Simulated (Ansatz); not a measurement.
Reaction (formal exchange of groups at the Se–Ge bond): `[OH][GeH]([SH])[SeH]` + `[NH]1[AlH][SiH2]1` → `[SeH][SiH]1[NH][AlH]1` + `[OH][GeH2][SH]`

Computed with Ansatz on PBE0-D4/def2-TZVP structures; ΔE is electronic, products minus reactants. CCSD(T)/CBS adds triple-zeta CCSD(T) − MP2 to the extrapolated MP2 energy (def2 sets, frozen cores). Functionals use def2-TZVPP. For Ge, Se outer-core shells are correlated without core-valence functions, which leaves a few kJ/mol of doubt a bond. Scalar relativity is left out up to krypton. One conformer a species, not always the lowest.

`[OH][GeH]([SH])[SeH]`:

Z-matrix (Å, degrees):
```
Ge
S 1 2.218
Se 1 2.348 2 105.8
O 1 1.773 2 109.4 3 123.0
H 1 1.531 2 114.8 3 -121.0
H 2 1.345 1 93.1 3 -165.9
H 3 1.469 1 91.7 2 33.2
H 4 0.961 1 112.4 2 -62.9
```

`[NH]1[AlH][SiH2]1`:

```xyz
7

N    -0.333   -0.799   -0.216
Al    1.303   -0.229   -0.595
Si   -0.429    0.806    0.509
H    -1.023   -1.532   -0.267
H     2.567   -0.820   -1.332
H    -0.647    0.843    1.986
H    -1.438    1.732   -0.085
```

`[SeH][SiH]1[NH][AlH]1`:

Cartesian coordinates in Å:
```
Se -1.501 -1.902 -0.520
Si 0.297 -0.515 -0.225
N -0.029 1.188 0.034
Al 0.687 0.804 1.616
H -1.178 -2.194 -1.923
H 1.196 -0.835 -1.369
H -0.455 1.876 -0.570
H 0.983 1.580 2.958
```

`[OH][GeH2][SH]`:

```xyz
7

O     0.926   -1.037   -0.775
Ge    0.406    0.410    0.115
S    -1.674    0.178    0.852
H     0.764   -1.845   -0.281
H     1.249    0.622    1.383
H     0.535    1.535   -0.915
H    -2.207    0.137   -0.380
```

Is it downhill or uphill in electronic energy at CCSD(T)/CBS, and by how much? (An estimate is asked.)

Computed: Downhill: ΔE = -13.5 kJ/mol.

What do these levels give: LDA (SPW92), PBE-D4, BLYP-D4, r2SCAN0-D4, BHLYP-D4, CAM-B3LYP-D4, PBE-QIDH, PBE0, r2SCAN0, CCSD/def2-TZVPP, SCS-MP2/def2-QZVPP, CCSD/CBS(def2)? (Estimate.)

Ansatz gave: LDA (SPW92) -15.2, PBE-D4 -12.9, BLYP-D4 -8.9, r2SCAN0-D4 -13.1, BHLYP-D4 -9.4, CAM-B3LYP-D4 -11.0, PBE-QIDH -13.3, PBE0 -13.9, r2SCAN0 -13.4, CCSD/def2-TZVPP -10.5, SCS-MP2/def2-QZVPP -12.8, CCSD/CBS(def2) -13.2 kJ/mol.

Largest T1 diagnostic among the species: 0.015.

Leaving LDA and LC-ωPBE aside and taking each functional with its dispersion term where it has one, the values, not all of them listed here, spread over 6.4 kJ/mol, from B97M-V to BLYP-D4. At CCSD(T), def2-SVP lies +5.9 kJ/mol from the extrapolated value and def2-TZVPP +2.8 kJ/mol.
